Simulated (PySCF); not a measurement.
CH6AlOP. Atoms are numbered in the order given.

```xyz
10

Al     0.2831    -0.2561     0.2741
C      2.1310    -0.5172    -0.2696
H      2.2016    -1.2575    -1.0859
H      2.7458    -0.8901     0.5657
H      2.5919     0.4103    -0.6493
O     -0.1992    -0.9783     1.7460
H     -1.0693    -0.9535     2.1521
P     -1.2171     1.0828    -0.9278
H     -2.3006     0.1577    -0.7956
H     -0.7847     0.5502    -2.1834
```

The structure is a stationary point at r2SCAN-D4/def2-SVP. Other conformers were not sampled.

Level of theory: TDA-CAM-B3LYP/def2-SVPD (PySCF 2.14.0).

Vertical excitations. 

| state | energy (eV) | λ (nm) | f | main pairs |
|---|---|---|---|---|
| S1 | 5.62 | 220 | 0.000 | HOMO→LUMO+1 73 %, HOMO→LUMO 20 % |
| S2 | 5.74 | 216 | 0.122 | HOMO→LUMO 63 %, HOMO→LUMO+1 14 %, HOMO→LUMO+2 11 % |
| S3 | 6.05 | 205 | 0.061 | HOMO→LUMO+2 65 %, HOMO→LUMO+3 16 % |
| S4 | 6.95 | 178 | 0.035 | HOMO→LUMO+4 43 %, HOMO−1→LUMO+1 26 %, HOMO→LUMO+3 18 % |
| S5 | 7.12 | 174 | 0.072 | HOMO−1→LUMO 58 %, HOMO−1→LUMO+1 23 % |
| S6 | 7.24 | 171 | 0.027 | HOMO→LUMO+4 37 %, HOMO−1→LUMO 14 %, HOMO→LUMO+3 14 %, HOMO−1→LUMO+1 8 % |
| S7 | 7.31 | 170 | 0.086 | HOMO→LUMO+3 38 %, HOMO−1→LUMO+1 24 %, HOMO→LUMO+2 9 %, HOMO−2→LUMO 8 % |
| S8 | 7.66 | 162 | 0.025 | HOMO−2→LUMO+1 42 %, HOMO−3→LUMO 31 % |
| S9 | 7.71 | 161 | 0.097 | HOMO−2→LUMO+1 36 %, HOMO−2→LUMO 29 %, HOMO−3→LUMO 8 %, HOMO→LUMO+5 8 % |
| S10 | 7.85 | 158 | 0.076 | HOMO−3→LUMO 31 %, HOMO−2→LUMO 20 %, HOMO−1→LUMO+2 13 %, HOMO−3→LUMO+1 7 % |
| T1 | 4.93 | 252 | 0 | HOMO→LUMO+1 88 % |
| T2 | 5.34 | 232 | 0 | HOMO→LUMO 76 % |
| T3 | 5.45 | 227 | 0 | HOMO→LUMO+2 57 %, HOMO→LUMO+3 16 % |
| T4 | 6.13 | 202 | 0 | HOMO→LUMO+4 44 %, HOMO→LUMO+3 20 %, HOMO−1→LUMO+1 10 % |
Triplets are in the Tamm–Dancoff approximation.
